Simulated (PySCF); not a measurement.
## Fractional electron number in Al²⁺ (aluminium, charge +2)

The 3s alpha orbital of [Ne] 3s1 is emptied in steps (occupation f), with all orbitals relaxed, ending at [Ne]. Computed with PySCF 2.14 in aug-cc-pV(T+d)Z, with no relativity, point nucleus. The exact energy is a straight line in f; departures are measured from the line between the end points of the same method.

```csv
f,UHF (eV),LDA (eV),PBE (eV),PBE0 (eV),r2SCAN (eV),LC-wPBE (eV),BHandHLYP (eV),MN15 (eV)
1,0.000,0.000,0.000,0.000,0.000,0.000,0.000,0.000
0.8,0.003,-0.675,-0.700,-0.515,-0.579,-0.073,-0.380,-0.396
0.6,0.005,-0.994,-1.050,-0.770,-0.831,-0.111,-0.573,-0.599
0.4,0.005,-0.967,-1.050,-0.768,-0.776,-0.121,-0.580,-0.600
0.2,0.003,-0.614,-0.698,-0.509,-0.458,-0.095,-0.398,-0.370
0,0.000,0.000,0.000,0.000,0.000,0.000,0.000,0.000
```

Question: For PBE0, how does the orbital energy at f = 1 compare with the removal energy?

Answer: −ε = 25.448 eV against a total-energy difference of 28.677 eV. By Janak's theorem ε = ∂E/∂f, so the gap between them reflects the curvature. Along the path −ε is 26.755 (f = 0.8), 28.046 (f = 0.6), 29.326 (f = 0.4), 30.622 (f = 0.2) eV.

```csv
method,E(f=0) − E(f=1) (eV),−ε at f=1 (eV),−ε at f=0.4 (eV)
UHF,28.039,28.059,28.035
LDA,28.806,24.535,29.780
PBE,28.811,24.429,29.685
PBE0,28.677,25.448,29.326
r2SCAN,28.376,24.629,29.376
LC-wPBE,28.645,28.178,28.666
BHandHLYP,28.807,26.438,29.241
MN15,27.997,25.533,28.546
```

As f goes to zero the orbital energy of a semilocal functional can turn back, because the density of that orbital vanishes from the exchange-correlation potential.

Reference removal energy between the ground levels: 28.448 eV (measured; NIST Atomic Spectra Database, ionization energies). UHF lacks correlation.
